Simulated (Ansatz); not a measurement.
`[Cl][Al@H-]1[Br+][Al@@H-]([Cl])[Br+]1`, relaxed with RKS PBE0-D4/def2-TZVP in Ansatz 0.2.0 from a GFN2-xTB geometry. The force threshold is 0.005 eV/Å; the program also tests the step.

Charge 0, multiplicity 1.

Start:

```xyz
8

Cl   -1.872    0.628   -2.710
Al   -1.164    0.143   -0.890
Br    0.230    1.931    0.053
Al    1.095   -0.176    0.968
Cl    3.067   -0.071    1.351
Br    0.623   -1.535   -1.021
H    -1.973   -0.321    0.316
H    -0.007   -0.599    1.933
```

Q: How much energy does the relaxation release, and in how many steps? (An estimate is asked.)

A: The calculation gave: 34.23 kJ/mol, in 17 steps, 1 of them rejected.

Q: Which bonds change most? (Best estimate.)

A: Ansatz gave: Al4–Cl5 from 2.012 to 2.091 Å; Cl1–Al2 from 2.012 to 2.091 Å; Al2–H7 from 1.524 to 1.564 Å; Al4–H8 from 1.524 to 1.564 Å.

Q: Give the relaxed structure. (Best estimate.)

A: Computed: 
```xyz
8

Cl   -0.897    0.797   -2.903
Al   -1.366    0.146   -0.972
Br   -0.290    1.644    0.635
Al    1.211   -0.218    1.147
Cl    3.108    0.230    0.390
Br    0.093   -1.735   -0.411
H    -2.824   -0.164   -0.501
H     0.965   -0.700    2.614
```
